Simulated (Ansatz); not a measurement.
Species: YH, net charge 0, singlet state. 
Structure (B3LYP-D3(BJ)/def2-TZVP (Ansatz, a quantum-chemistry and plane-wave program) minimum search):
```xyz
2

Y      0.0000     0.0000    -0.0480
H      0.0000     0.0000     1.8702
```

Quantity: atomisation energy (electronic, to ground-state atoms), in kJ/mol. Cores are frozen in the correlated levels unless marked. Open shells are spin-unrestricted. Spin-orbit coupling is left out. The frozen core is the preceding noble-gas configuration, with the filled d and f shells of earlier blocks. Past Kr the def2 sets carry scalar-relativistic core potentials. 

```tsv
level	program	atomisation energy (kJ/mol)
PBE0-D3(BJ)/def2-TZVP	Ansatz + dftd3	268.3
CAM-B3LYP-D3(BJ)/def2-TZVPD	Ansatz + dftd3	284.6
CAM-B3LYP/def2-TZVPD	Ansatz	283.1
RI-MP2/def2-TZVPPD	Ansatz	274.5
CCSD/def2-QZVPP	Ansatz	291.8
CCSD(T)/def2-SVP	Ansatz	271.3
```

The Hartree-Fock reference is unstable (checked in the largest basis), which strains HF and MP2.
